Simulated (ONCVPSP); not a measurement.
Before and after: ONCV potential for calcium (Ca)

Ca (Z = 20), optimised norm-conserving Vanderbilt (ONCV), made with ONCVPSP 4.0.1 (BLYP, scalar-relativistic). Core [Ne], reference 3s2 3p6 4s1.5 (charge +0.5). Waves: 3s+4s: rc 2.25 bohr, ncon 4, nbas 7, qcut 6.4 1/bohr, 2 projectors; 3p: rc 1.30 bohr, ncon 5, nbas 9, qcut 6.4 1/bohr, 2 projectors, debl 1.3 Ha; d scattering state at 0.06 Ha: rc 2.10 bohr, ncon 4, nbas 8, qcut 5.3 1/bohr, 2 projectors, debl 4 Ha; f scattering state at 0.32 Ha: rc 1.80 bohr, ncon 3, nbas 7, qcut 5.5 1/bohr, 3 projectors, debl 2.8 Ha. Local part: polynomial inside 1.20 bohr (lpopt 5, dvloc0 4 Ha). Core correction: Teter function fitted to the true core (icmod 2), fcfact 0.7.

In the d channel the program set the typed energies aside and used -0.179, 3.821 Ha.

Change: all radii but the core radius scaled by about 1.07 (s 2.42, p 1.40, d 2.26, f 1.92 bohr); local potential polynomial inside 1.28 bohr (lpopt 5, dvloc0 4 Ha).

Cutoffs: the cutoffs (Ha) at which the residual kinetic energy of the hardest occupied pseudo-wave falls to 1 and 0.1 mHa per electron; they do not see the model core or the augmentation charge, which bear on the density cutoff. Errors are all-electron minus pseudo energies relative to the spin-unpolarised reference configuration.

Question: How do hardness, ghosts and transferability respond?

Answer: The potential gets softer (15 Ha and 119 Ha → 14 Ha and 65 Ha); the errors of the 3 common tests hardly move; neither file shows a bound ghost. A larger radius leaves more room for a smooth pseudo-wave, so fewer plane waves are needed.

| quantity | base | changed |
| --- | --- | --- |
| cutoff, loose | 15 Ha | 14 Ha |
| cutoff, tight | 119 Ha | 65 Ha |
| loose cutoff by channel | s 5.7 Ha, p 15 Ha | s 5.7 Ha, p 14 Ha |
| bound ghosts | none | none |
| GHOST(+) flags under 300 eV | none | none |
| tests with a reliable result | 3 of 4 | 3 of 4 |
| error for 3s2 3p6 4s2, meV [ΔE -2.44 eV] | 0.0 | 0.0 |
| error for 3s2 3p6 4s1, meV [ΔE 3.79 eV] | -0.3 | -0.3 |
| error for 3s2 3p6 4s0, meV [ΔE 15.75 eV] | -2.7 | -2.9 |
| rms error of d²Exc/dni dnj with the model core, mHa | 1.49 | 1.50 |

Base: The cutoffs count occupied waves only; projector 2 of the d channel, the hardest unoccupied one, needs 68 Ha at the loose tolerance. Changed file: The cutoffs count occupied waves only; projector 2 of the d channel, the hardest unoccupied one, needs 59 Ha at the loose tolerance.
